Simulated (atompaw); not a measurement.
**Which change was made? (Re, PAW (atompaw))**

```json
{"Element": "rhenium (Re)", "Generator": "atompaw 4.2.0.5", "Type": "PAW", "Functional": "LDA (PW92)", "Relativity": "scalar-relativistic", "Frozen core": "[Kr] 4d10 4f14 5s2", "Valence charge": "13", "Reference configuration": "5p6 5d5 6s2 6p0", "Partial waves": "6s (bound): rc 2.70 bohr; 6s channel at 2.05 Ry: rc 2.70 bohr; 5p (bound): rc 1.95 bohr; 6p (bound, empty): rc 2.05 bohr; 5d (bound): rc 2.70 bohr; 5d channel at 0.15 Ry: rc 2.70 bohr", "Local potential": "bessel scheme, radius 2.55 bohr", "Core correction": "smooth core density matched at 2.45 bohr", "Augmentation charge": "besselshape compensation charge, radius 2.05 bohr; PAW radius 2.70 bohr; waves and projectors: custom rrkj gramschmidtortho"}
```

Cutoffs, loose and tight: the cutoffs (Ry, on a coarse ladder) from which the occupation-weighted sum of valence levels, in a spherical-Bessel basis at the reference potential, stays within 10 and 1 mRy of its value at 400 Ry. They see the waves, projectors and local potential, not the compensation charge or the core.

The base gives: outcome: generated; cutoff, loose: 21 Ry; cutoff, tight: 40 Ry; bound ghosts: none.

After one change the result is: outcome: generated; cutoff, loose: 30 Ry; cutoff, tight: 50 Ry; bound ghosts: none. Which change was it?
A. wave 5d (bound): rc 2.70 bohr becomes 5d (bound): rc 1.82 bohr
B. wave 5d (bound): rc 2.70 bohr becomes 5d (bound): rc 1.60 bohr
C. wave 5d (bound): rc 2.70 bohr becomes 5d (bound): rc 2.32 bohr

A. The others give: wave 5d (bound): rc 2.70 bohr becomes 5d (bound): rc 2.32 bohr → outcome: generated; cutoff, loose: 25 Ry; cutoff, tight: 40 Ry; bound ghosts: none | wave 5d (bound): rc 2.70 bohr becomes 5d (bound): rc 1.60 bohr → outcome: generated; cutoff, loose: 40 Ry; cutoff, tight: 60 Ry; bound ghosts: none.
